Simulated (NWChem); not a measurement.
C₃H₅ClSi; SMILES ClC1=CC[SiH2]1

```xyz
10

Cl     0.0978    -2.0658     0.0000
C     -0.1005    -0.3636     0.0000
C     -1.2542     0.3372     0.0000
C     -0.8825     1.8084     0.0000
Si     0.9271     1.2009     0.0000
H     -2.2749    -0.0688     0.0000
H     -1.2208     2.3577    -0.8939
H     -1.2208     2.3577     0.8939
H      1.7490     1.4839    -1.2149
H      1.7490     1.4839     1.2149
```
Atoms are numbered in this order, from 1.

Results from NWChem. Medium grid unless said otherwise, to which SCAN and Minnesota functionals are sensitive. Geometry: optimised at PBE0/def2-SVP. B3LYP is NWChem's, with the RPA form of VWN correlation.

Q: Order these by “dipole (D)”, lowest first: M06-2X/def2-TZVP; CAM-B3LYP/def2-TZVP; PBE/def2-TZVP; B3LYP/def2-TZVP.

A: PBE/def2-TZVP (1.63), B3LYP/def2-TZVP (1.70), CAM-B3LYP/def2-TZVP (1.76), M06-2X/def2-TZVP (1.82)
